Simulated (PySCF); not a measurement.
This PySCF input asks for the NMR shieldings of SMILES [SiH3]Sc1ccco1, C₄H₆OSSi; the geometry comes from GFN2-xTB.

```python
import basis_set_exchange as bse
import numpy as np
from pyscf import gto, dft
from pyscf.prop import nmr

atoms = """
Si    2.565246    0.161403    0.085706
S     1.295318   -1.028895   -1.203557
C    -0.207893   -0.478874   -0.531160
C    -1.504352   -0.794077   -0.815248
C    -2.288677   -0.014156    0.071499
C    -1.419261    0.710070    0.821649
O    -0.144233    0.433504    0.461042
H     2.264113    1.561682   -0.170527
H     2.310831   -0.251176    1.458025
H     3.883526   -0.230769   -0.386260
H    -1.843128   -1.489514   -1.553464
H    -3.357378   -0.000034    0.134230
H    -1.558501    1.421322    1.610337
"""
names = dict.fromkeys(["Si", "S", "C", "O", "H"], "pcSseg-1")
basis = {el: gto.basis.parse(bse.get_basis(n, elements=[el], fmt="nwchem")) for el, n in names.items()}
mol = gto.M(atom=atoms, basis=basis, charge=0, verbose=0)
mf = dft.RKS(mol, xc="PBE0")
mf.grids.level = 2
mf.grids.alignment = dft.numint.BLKSIZE   # the property module wants whole blocks of grid points
mf.conv_tol = 1e-9
mf.kernel()

calc = nmr.RKS(mf)   # GIAO
C = mf.mo_coeff
Co = C[:, mf.mo_occ > 0]
resp = mf.gen_response(singlet=True, hermi=2)
def vind(x):   # induced exchange potential for any number of trial vectors
    d = np.einsum("pi,xij,qj->xpq", C, 2 * x.reshape(-1, C.shape[1], Co.shape[1]), Co, optimize=True)
    return np.einsum("xpq,pi,qj->xij", resp(d - d.transpose(0, 2, 1)), C, Co, optimize=True).ravel()
mo1, _ = nmr.rhf.solve_mo1(calc, with_cphf=vind)
sigma = calc.kernel(mo1)
for i, s in enumerate(sigma):   # ppm
    w = np.linalg.eigvalsh((s + s.T) / 2)
    print("%2d %-2s iso %8.1f  s11 %8.1f  s22 %8.1f  s33 %8.1f" % (i, mol.atom_pure_symbol(i), w.mean(), *w))
```

Problem. Give the expected output.

Solution. 
```
 0 Si iso    409.7  s11    371.5  s22    415.0  s33    442.5
 1 S  iso    626.8  s11    385.1  s22    580.8  s33    914.5
 2 C  iso     34.8  s11    -38.9  s22     50.6  s33     92.6
 3 C  iso     73.8  s11    -12.9  s22     78.5  s33    155.9
 4 C  iso     66.9  s11    -21.0  s22     63.2  s33    158.4
 5 C  iso     40.3  s11    -29.5  s22     44.6  s33    105.9
 6 O  iso     29.3  s11    -70.6  s22    -49.2  s33    207.6
 7 H  iso     26.7  s11     23.0  s22     24.8  s33     32.2
 8 H  iso     26.7  s11     23.1  s22     24.9  s33     32.2
 9 H  iso     27.2  s11     23.6  s22     25.0  s33     33.1
10 H  iso     25.2  s11     22.2  s22     25.0  s33     28.5
11 H  iso     25.0  s11     23.0  s22     25.4  s33     26.5
12 H  iso     24.3  s11     21.3  s22     24.6  s33     26.9
```

These numbers come from an equivalent density-fitted implementation of the same equations, which agrees with the script to about 0.01 ppm for H and up to a few tenths of a ppm for heavy atoms, so last digits may differ.

Problem. Turn these shieldings into chemical shifts. Chemical shifts δ = σref − σ; 29Si (349.16 ppm), 13C (186.93 ppm), 1H (31.72 ppm) against TMS; 33S (503.73 ppm) vs CS2; 17O (336.08 ppm) against H2O, all at this level.

Solution. Averaging equivalent atoms: Si 0: -60.5; S 1: -123; C 2: 152.2; C 5: 146.6; C 4: 120.1; C 3: 113.1; O 6: 306.8; H 12: 7.46; H 11: 6.71; H 10: 6.49; H 7/8/9: 4.83 ppm. Unscaled 17O shifts of doubly bonded oxygen tend to come out too high, by tens of ppm or more. Experimental scales use liquid or dissolved standards, which lie at an offset from isolated H2O (liquid H2O: subtract about 36 ppm).

Size and cost of the density-fitted run: 163 basis functions, 19 s wall time on 1 thread of an Arm Neoverse V1, shared host.
